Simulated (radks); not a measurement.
Values are calculated unless marked as measured or tabulated.
Question: Coherent X-ray form factor from a spherical all-electron density. Level of theory: Dirac Kohn-Sham, LDA (Slater exchange, VWN5 correlation), spin-unpolarised, spherical densities, point nucleus (a radial shooting solver on a logarithmic mesh with Libxc functionals).

| sin(theta)/lambda (1/angstrom) | f0 (electrons) |
|---|---|
| 0.05 | 79.254 |
| 0.1 | 77.152 |
| 0.15 | 74.042 |
| 0.2 | 70.347 |
| 0.25 | 66.441 |
| 0.3 | 62.588 |
| 0.4 | 55.549 |
| 0.5 | 49.610 |
| 0.6 | 44.659 |
| 0.8 | 36.860 |
| 1 | 30.788 |
| 1.25 | 24.811 |
| 1.5 | 20.454 |
| 2 | 15.527 |

The species is in the configuration that NIST lists as its ground one. Which atom or ion scatters so?

Answer: The bismuth ion Bi3+, [Hg]. Extrapolating in s^2 from the first two rows gives f0(0) = 80.0, near the electron count 80; among species with that count, the fall with angle is slower the higher Z, and the table is that of Z = 83; from so few rows the species is fixed only to a neighbour or two.
